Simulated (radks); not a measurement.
All-electron atom: Gd I in [Xe] 4f7 5d1 6s2 (the NIST ground configuration).

All-electron calculation, scalar-relativistic Kohn-Sham, Slater X-alpha with alpha = 0.999, spin-polarised, spherical densities, finite nucleus; open shells are filled with parallel spins first (spin-orbit coupling, left out, can overturn this in heavy ions); Fermi nuclear charge, rms radius 5.1569 fm. Program: a radial shooting solver on a logarithmic mesh with Libxc functionals.

Energy parts (hartree):
total: -11374.9496
kinetic: 12214.2773
electron-nucleus: -27670.5958
Hartree: 4437.3132
exchange: -355.9443

Orbitals (lengths in bohr, moments of r in powers of bohr; <r^-3> diverges for s and p1/2; r(max) is where P^2 peaks):
| orbital | occ. | eigenvalue (hartree) | r(max) | <1/r> | <r^4> | <r^-3> |
|---|---|---|---|---|---|---|
| 1s up | 1 | -1850.396 | 0.01390 | 71.73 | 1.134e-06 | - |
| 1s down | 1 | -1850.396 | 0.01390 | 71.73 | 1.134e-06 | - |
| 2s up | 1 | -307.2575 | 0.07880 | 16.67 | 0.0001791 | - |
| 2s down | 1 | -307.2498 | 0.07880 | 16.68 | 0.0001791 | - |
| 2p up | 3 | -274.0645 | 0.06370 | 15.58 | 0.0001332 | 11550 |
| 2p down | 3 | -274.0590 | 0.06370 | 15.58 | 0.0001332 | 11550 |
| 3s up | 1 | -68.64206 | 0.2233 | 6.132 | 0.006889 | - |
| 3s down | 1 | -68.46667 | 0.2231 | 6.142 | 0.006848 | - |
| 3p up | 3 | -58.30628 | 0.2188 | 5.770 | 0.007184 | 2437 |
| 3p down | 3 | -58.13279 | 0.2186 | 5.781 | 0.007131 | 2447 |
| 3d up | 5 | -44.61139 | 0.1787 | 5.482 | 0.005689 | 330.3 |
| 3d down | 5 | -44.47620 | 0.1784 | 5.492 | 0.005627 | 331.7 |
| 4s up | 1 | -14.15190 | 0.5123 | 2.592 | 0.1675 | - |
| 4s down | 1 | -13.76501 | 0.5120 | 2.590 | 0.1679 | - |
| 4p up | 3 | -10.71911 | 0.5338 | 2.387 | 0.2173 | 548.8 |
| 4p down | 3 | -10.33619 | 0.5334 | 2.385 | 0.2187 | 547.0 |
| 4d up | 5 | -5.94324 | 0.5526 | 2.113 | 0.3335 | 62.63 |
| 4d down | 5 | -5.56708 | 0.5523 | 2.107 | 0.3411 | 62.19 |
| 4f up | 7 | -0.70418 | 0.5517 | 1.610 | 1.602 | 9.107 |
| 4f down | 0 | -0.36032 | 0.5558 | 1.554 | 2.615 | 8.588 |
| 5s up | 1 | -2.06866 | 1.172 | 1.026 | 5.272 | - |
| 5s down | 1 | -1.85769 | 1.190 | 0.9979 | 5.834 | - |
| 5p up | 3 | -1.20127 | 1.317 | 0.8736 | 10.09 | 81.07 |
| 5p down | 3 | -1.03152 | 1.348 | 0.8411 | 11.71 | 73.43 |
| 5d up | 1 | -0.19735 | 1.798 | 0.5539 | 86.03 | 4.180 |
| 5d down | 0 | -0.11119 | 1.926 | 0.4858 | 185.0 | 3.031 |
| 6s up | 1 | -0.20326 | 3.113 | 0.3513 | 325.2 | - |
| 6s down | 1 | -0.16227 | 3.354 | 0.3193 | 483.6 | - |

The highest occupied level is 6s down at -4.416 eV. The configuration is held as typed, so some empty levels lie below it. Spin moment in Bohr magnetons: 8. The density falls to 0.001 e/bohr^3 at r = 5.03 bohr.
